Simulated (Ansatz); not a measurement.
## Molecular dynamics of BFH₂O₂

Input file:

```yaml
crystal:
  periodic: [false, false, false]
  atoms:
    - { symbol: B, position_ang: [-0.074659, -0.126824, -0.082662] }
    - { symbol: O, position_ang: [0.055677, -0.310925, 1.269094] }
    - { symbol: H, position_ang: [-0.778141, -0.131778, 1.738322] }
    - { symbol: O, position_ang: [0.970229, -0.323634, -0.933921] }
    - { symbol: H, position_ang: [1.767923, -0.598507, -0.448721] }
    - { symbol: F, position_ang: [-1.251629, 0.258368, -0.609911] }
basis:
  gaussian: { orbitals: def2-SVP }
hamiltonian:
  xc: pbe
md:
  timestep: 2.0
  n_steps: 40
  ensemble: nvt_langevin
  temperature: 100.0
  initial_velocities: maxwell_boltzmann
  seed: 73078
  friction: 0.005
```

Run as:

```bash
$ ansatz run input.yaml --threads 1 --pin off --max-ram 2048MiB --backend cpu --events-out ev --progress --plain --runs-dir out
```

It starts from a relaxed structure.

Output, in part (step lines, the closing report, with atoms numbered from 0):

```
md step     0: t =     0.00 fs  T =    83.3 K  F+E_penalty+E_count = -7510.67663473 eV  E_kin = 0.064630 eV  (25 SCF iters)
md step     1: t =     2.00 fs  T =    80.0 K  F+E_penalty+E_count = -7510.66805590 eV  E_kin = 0.062059 eV  (24 SCF iters)
md step     2: t =     4.00 fs  T =    64.1 K  F+E_penalty+E_count = -7510.65467055 eV  E_kin = 0.049740 eV  (24 SCF iters)
md step     3: t =     6.00 fs  T =    49.0 K  F+E_penalty+E_count = -7510.64347849 eV  E_kin = 0.038035 eV  (23 SCF iters)
md step     4: t =     8.00 fs  T =    35.8 K  F+E_penalty+E_count = -7510.64248945 eV  E_kin = 0.027779 eV  (25 SCF iters)
md step     5: t =    10.00 fs  T =    48.8 K  F+E_penalty+E_count = -7510.64494116 eV  E_kin = 0.037856 eV  (25 SCF iters)
md step     6: t =    12.00 fs  T =    44.3 K  F+E_penalty+E_count = -7510.64324516 eV  E_kin = 0.034334 eV  (24 SCF iters)
md step     7: t =    14.00 fs  T =    34.7 K  F+E_penalty+E_count = -7510.63406238 eV  E_kin = 0.026911 eV  (24 SCF iters)
md step     8: t =    16.00 fs  T =    25.5 K  F+E_penalty+E_count = -7510.62804631 eV  E_kin = 0.019754 eV  (25 SCF iters)
md step     9: t =    18.00 fs  T =    25.0 K  F+E_penalty+E_count = -7510.62859273 eV  E_kin = 0.019397 eV  (25 SCF iters)
md step    10: t =    20.00 fs  T =    38.7 K  F+E_penalty+E_count = -7510.63781083 eV  E_kin = 0.029984 eV  (25 SCF iters)
md step    11: t =    22.00 fs  T =    54.4 K  F+E_penalty+E_count = -7510.64615645 eV  E_kin = 0.042152 eV  (25 SCF iters)
md step    12: t =    24.00 fs  T =    59.7 K  F+E_penalty+E_count = -7510.64693434 eV  E_kin = 0.046267 eV  (25 SCF iters)
md step    13: t =    26.00 fs  T =    47.8 K  F+E_penalty+E_count = -7510.64159463 eV  E_kin = 0.037099 eV  (25 SCF iters)
md step    14: t =    28.00 fs  T =    41.7 K  F+E_penalty+E_count = -7510.64063386 eV  E_kin = 0.032317 eV  (27 SCF iters)
md step    15: t =    30.00 fs  T =    51.4 K  F+E_penalty+E_count = -7510.64625606 eV  E_kin = 0.039879 eV  (26 SCF iters)
md step    16: t =    32.00 fs  T =    70.8 K  F+E_penalty+E_count = -7510.65566117 eV  E_kin = 0.054947 eV  (26 SCF iters)
md step    17: t =    34.00 fs  T =    73.2 K  F+E_penalty+E_count = -7510.65811119 eV  E_kin = 0.056735 eV  (26 SCF iters)
md step    18: t =    36.00 fs  T =    75.2 K  F+E_penalty+E_count = -7510.65855712 eV  E_kin = 0.058300 eV  (26 SCF iters)
md step    19: t =    38.00 fs  T =    77.8 K  F+E_penalty+E_count = -7510.64993919 eV  E_kin = 0.060313 eV  (26 SCF iters)
md step    20: t =    40.00 fs  T =    81.2 K  F+E_penalty+E_count = -7510.65386219 eV  E_kin = 0.062995 eV  (26 SCF iters)
md step    21: t =    42.00 fs  T =    80.4 K  F+E_penalty+E_count = -7510.65107524 eV  E_kin = 0.062376 eV  (23 SCF iters)
md step    22: t =    44.00 fs  T =    89.3 K  F+E_penalty+E_count = -7510.65473312 eV  E_kin = 0.069259 eV  (23 SCF iters)
md step    23: t =    46.00 fs  T =    74.6 K  F+E_penalty+E_count = -7510.64227184 eV  E_kin = 0.057894 eV  (24 SCF iters)
md step    24: t =    48.00 fs  T =    63.5 K  F+E_penalty+E_count = -7510.63798375 eV  E_kin = 0.049277 eV  (24 SCF iters)
md step    25: t =    50.00 fs  T =    59.5 K  F+E_penalty+E_count = -7510.63104028 eV  E_kin = 0.046149 eV  (24 SCF iters)
md step    26: t =    52.00 fs  T =    70.0 K  F+E_penalty+E_count = -7510.63917634 eV  E_kin = 0.054264 eV  (24 SCF iters)
md step    27: t =    54.00 fs  T =    72.0 K  F+E_penalty+E_count = -7510.64121125 eV  E_kin = 0.055835 eV  (24 SCF iters)
md step    28: t =    56.00 fs  T =    77.0 K  F+E_penalty+E_count = -7510.64707716 eV  E_kin = 0.059723 eV  (25 SCF iters)
md step    29: t =    58.00 fs  T =    70.1 K  F+E_penalty+E_count = -7510.63844227 eV  E_kin = 0.054345 eV  (26 SCF iters)
md step    30: t =    60.00 fs  T =    64.5 K  F+E_penalty+E_count = -7510.63769571 eV  E_kin = 0.050053 eV  (26 SCF iters)
md step    31: t =    62.00 fs  T =    64.8 K  F+E_penalty+E_count = -7510.63137429 eV  E_kin = 0.050242 eV  (27 SCF iters)
md step    32: t =    64.00 fs  T =    65.5 K  F+E_penalty+E_count = -7510.63852425 eV  E_kin = 0.050777 eV  (26 SCF iters)
md step    33: t =    66.00 fs  T =    68.0 K  F+E_penalty+E_count = -7510.63905942 eV  E_kin = 0.052760 eV  (26 SCF iters)
md step    34: t =    68.00 fs  T =    74.5 K  F+E_penalty+E_count = -7510.65150222 eV  E_kin = 0.057748 eV  (26 SCF iters)
md step    35: t =    70.00 fs  T =    70.6 K  F+E_penalty+E_count = -7510.65189462 eV  E_kin = 0.054745 eV  (27 SCF iters)
md step    36: t =    72.00 fs  T =    77.0 K  F+E_penalty+E_count = -7510.66285251 eV  E_kin = 0.059691 eV  (26 SCF iters)
md step    37: t =    74.00 fs  T =    63.8 K  F+E_penalty+E_count = -7510.65699543 eV  E_kin = 0.049493 eV  (24 SCF iters)
md step    38: t =    76.00 fs  T =    67.9 K  F+E_penalty+E_count = -7510.66050751 eV  E_kin = 0.052650 eV  (24 SCF iters)
md step    39: t =    78.00 fs  T =    51.5 K  F+E_penalty+E_count = -7510.64792985 eV  E_kin = 0.039958 eV  (23 SCF iters)
md step    40: t =    80.00 fs  T =    47.8 K  F+E_penalty+E_count = -7510.65167579 eV  E_kin = 0.037102 eV  (26 SCF iters)
Total energy: -7510.65170162 eV, -276.0113591320 hartree
Atom 0 at    -0.099356    -0.085457    -0.057203 Å, force    -0.631047    -0.172837     0.527608 eV/Å
Atom 1 at    -0.047442    -0.105722     1.317101 Å, force     0.032812     0.103063    -0.026932 eV/Å
Atom 2 at    -0.892144     0.065007     1.773950 Å, force     0.064719    -0.032445    -0.273397 eV/Å
Atom 3 at     1.003171    -0.299545    -0.802820 Å, force     0.289325    -0.011490    -0.614123 eV/Å
Atom 4 at     1.817915    -0.472597    -0.307052 Å, force    -0.038004     0.041076     0.223304 eV/Å
Atom 5 at    -1.274664     0.091540    -0.706364 Å, force     0.282195     0.072633     0.163541 eV/Å
Dipole moment:     0.118357    -0.010151     0.395196 e Å
```

All steps were run. The mean temperature of the second half is 31 % below the set value. A step of 2 fs is long for free X–H stretches (periods near 10 fs) and can bias their spread and the temperature. A run of 0.08 ps of so small a system gives no equilibrium averages.

The same pairs are bonded in the first frame and the last. Pairs count as bonded within 1.25 times the sum of covalent radii (0.12 Å more for H–H).

Last frame:

```xyz
6
Properties=species:S:1:pos:R:3
B -0.099 -0.086 -0.057
O -0.047 -0.106 1.317
H -0.892 0.065 1.774
O 1.003 -0.299 -0.803
H 1.818 -0.473 -0.307
F -1.275 0.091 -0.706
```

Run time: 47 s on 1 thread of Arm Neoverse V1, with other jobs on the host, peak memory 0.086 GiB.
